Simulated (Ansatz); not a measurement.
`CBCC` + `BS` → `BSBC` + `CC` at 400 K and 1 bar (ligand exchange at a B–C bond).

Isolated molecules relaxed with PBE0-D4/def2-TZVP in Ansatz; ΔE leaves out vibrations. CCSD(T)/CBS is the MP2 limit (def2-TZVPP, def2-QZVPP) plus CCSD(T) − MP2 in def2-TZVPP, frozen cores. This one scheme is used for every species. Each species was taken in one conformer, which may not be the lowest.

```json
{"species": "`CBCC`", "CCSD(T)/CBS energy (Eh)": "-144.37049", "H − E (kJ/mol)": "328.2", "S (J/(mol·K))": "357.2"}
{"species": "`BS`", "CCSD(T)/CBS energy (Eh)": "-424.38198", "H − E (kJ/mol)": "95.9", "S (J/(mol·K))": "260.4"}
{"species": "`BSBC`", "CCSD(T)/CBS energy (Eh)": "-489.06011", "H − E (kJ/mol)": "218.3", "S (J/(mol·K))": "354.1"}
{"species": "`CC`", "CCSD(T)/CBS energy (Eh)": "-79.71954", "H − E (kJ/mol)": "213.5", "S (J/(mol·K))": "244.3"}
```

H − E and S are ideal-gas, rigid-rotor, harmonic terms from PBE0-D4/def2-TZVP, for one conformer and one mirror image of each species. 1 Eh = 2625.50 kJ/mol, R = 8.31446 J/(mol·K).

**Question.** By hand: ΔE, ΔH, ΔS and ΔG.

**Answer.** ΔE = (-489.06011) + (-79.71954) − (-144.37049) − (-424.38198) = -0.02718 Eh = -71.4 kJ/mol. Δ(H − E) = 218.3 + 213.5 − 328.2 − 95.9 = 7.7, so ΔH = -63.7 kJ/mol. ΔS = 354.1 + 244.3 − 357.2 − 260.4 = -19.2 J/(mol·K). ΔG = -63.7 − 400 × (-19.2)/1000 = -56.0 kJ/mol.

**Question.** By hand: the equilibrium constant, and the temperature at which ΔG would vanish if ΔH and ΔS stayed fixed.

**Answer.** log₁₀ K = −ΔG/(RT ln 10) = 7.3. ΔG = 0 at ΔH/ΔS = 3318 K, far beyond where these terms or the molecules hold.

ΔH outweighs TΔS. A doubt of 5 kJ/mol in ΔE shifts log₁₀ K by 0.7 here. Other conformers and mirror images would add mixing entropy, several J/(mol·K) or more a flexible species. These are equilibria of isolated gas molecules and say nothing of rates. Largest T1 diagnostic: 0.015 (customary marks: 0.02 for closed shells, 0.045 for open ones).
